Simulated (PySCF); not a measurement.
Magnetic susceptibility: `C[C@@]1(F)[C@H]2C[C@]1(Cl)C2`, C6H8ClF

Geometry:
```tsv
atom	x (Å)	y (Å)	z (Å)
C1	1.872	0.222	0.545
C2	0.574	-0.475	0.208
F3	0.824	-1.834	0.301
C4	-0.793	-0.053	0.793
C5	-0.778	1.140	-0.180
C6	-0.306	-0.075	-0.995
Cl7	0.148	-0.075	-2.682
C8	-1.451	-0.870	-0.340
H9	2.171	-0.064	1.552
H10	1.791	1.300	0.491
H11	2.638	-0.113	-0.151
H12	-1.073	-0.045	1.837
H13	-0.072	1.945	-0.005
H14	-1.751	1.535	-0.456
H15	-1.343	-1.949	-0.305
H16	-2.458	-0.580	-0.625
```

Method used: GIAO wB97X-D/pcSseg-1 magnetisability, rotational g tensor and spin-rotation constants, non-relativistic, gas phase (PySCF 2.14.0). Geometry: GFN2-xTB.

(1) What are the magnetisability and the molar susceptibility?

(2) Split it along the inertial axes a, b, c into diamagnetic and paramagnetic parts about the centre of mass, with the quadrupole moment.

(3) And the rotational g tensor?

## Answers

(1) Isotropic -1440 × 10⁻³⁰ J/T², or -86.7 × 10⁻⁶ cm³/mol; principal values -1526, -1421, -1373 × 10⁻³⁰ J/T², anisotropy 135 × 10⁻³⁰ J/T² (root of half the summed squared differences of the principal values). The susceptibility is in cgs units.

(2) 
```
axis  χ (10⁻⁶ cm³/mol)  diamagnetic (10⁻⁶ cm³/mol)  paramagnetic (10⁻⁶ cm³/mol)  summed x² of all electrons (Å²)  quadrupole Θ (D Å)
   a             -89.6                      -625.9                        536.3                            135.4               -3.35
   b             -85.0                      -839.0                        754.0                             85.1               +2.78
   c             -85.6                      -935.6                        850.0                             62.4               +0.57
```
Anisotropies 2χaa − χbb − χcc = -8.6 and 2χbb − χaa − χcc = +5.2 × 10⁻⁶ cm³/mol. Θ is traceless in Buckingham's convention.

(3) 
| axis | rotational constant (GHz) | g | nuclear part | electronic part |
| --- | --- | --- | --- | --- |
| a | 2.3739 | -0.0053 | 0.5927 | -0.5981 |
| b | 1.5537 | -0.0095 | 0.5409 | -0.5504 |
| c | 1.3786 | -0.0072 | 0.5433 | -0.5505 |

Asymmetric top; isotopes 12C, 35Cl, 19F, 1H; no vibrational averaging.
